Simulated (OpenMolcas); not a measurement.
## Xe IV: from RASSCF to RASPT2

```
Program             : OpenMolcas
Basis               : ANO-RCC [10s9p8d5f3g]
Scalar Hamiltonian  : DKH2, point nucleus
Active space        : 5 electrons in 9 orbitals (RAS2 5s 5p; RAS3 5d, at most 2 electrons)
State averaging     : 2S+1 = 4 odd, 1 root; 2S+1 = 2 odd, 11 roots; 2S+1 = 4 even, 3 roots; 2S+1 = 2 even, 9 roots
Spin-orbit coupling : state interaction with AMFI integrals over the reference wave functions, term energies averaged over their components
```

Methods on the same reference wave functions:
A. RASSCF
B. SS-RASPT2, IPEA 0.25 Eh, imaginary shift 0.1 Eh (closed shells correlated: 4d)
C. MS-RASPT2, IPEA 0.25 Eh, imaginary shift 0.1 Eh (closed shells correlated: 4d)

Energies in cm-1 above 5s2 5p3 4S* 3/2, the measured ground level; measured values from Saloman, J. Phys. Chem. Ref. Data 33, 765 (2004).

```tsv
Level	A	B	C	Measured
5s2 5p3 4S* 3/2	0.0	0.0	0.0	0.0
5s2 5p3 2D* 3/2	17244	13300	13300	13267
5s2 5p3 2D* 5/2	21237	16950	16990	17511
5s2 5p3 2P* 1/2	31911	28150	27900	28036
5s2 5p3 2P* 3/2	37845	34150	34060	35650
5s 5p4 4P 5/2	96944	99820	99860	99664
5s 5p4 4P 3/2	103402	106330	106370	106923
5s 5p4 4P 1/2	105814	108560	108600	109254
```

Deviations, from unrounded energies. A percentage is the sum of absolute deviations over the sum of measured energies, with the sign that they share, or ± where signs differ.

```tsv
Against measurement	Levels	A	B	C
mean absolute deviation (cm-1)	7	3400	520	530
other terms of the ground configuration (%)	4	+14.6	±2.3	±2.4
other configurations (%)	3	-3.1	±0.5	±0.4
```

B, C lie about equally close to measurement and A furthest from it. The largest miss of B in the table is 5s2 5p3 2P* 3/2, by -1500 cm-1. The ranking rests on the paired levels alone, and a cruder setting can come out closer through cancelling errors.

Between B and C the level of the table that moves most is 5s2 5p3 2P* 1/2, by 250 cm-1 (lowest in C, highest in B). Moves below CASPT2's spread within the term are not significant.

The two smallest mean deviations differ by little beside CASPT2's spread within terms, so their order carries little weight.

From A to B the spin-free energies of the other terms of 5s2 5p3 shown, above 4S*, scale by factors of 0.76 to 0.86.

The lowest spin-free term lies below A's lowest term by 0.538 hartree in B, 0.538 hartree in C.

Term energies are means over components that CASPT2 splits; among the terms shown or strongly mixed into the levels shown the widest spread is 22 cm-1 (5s2 5p3 2D*, C). The run also gave levels led by 5s 5p3 5d, 5s2 5p2 5d, which use shells meant for correlation; these and all levels above them are left out. Some terms mix strongly with configurations of 5d, whose occupation reaches 0.31 (5s 5p4 4P, 5s 5p4 2D). Computed and measured levels are paired by configuration, term and J; levels that our copy of the source lacks, or whose pairing is in doubt (as where it misses far off the trend of its configuration), stay unpaired and out of the deviations. Levels of configurations outside the active space are missing. Levels that lie high or do not pair safely by name in every column are left out.

* marks odd parity.
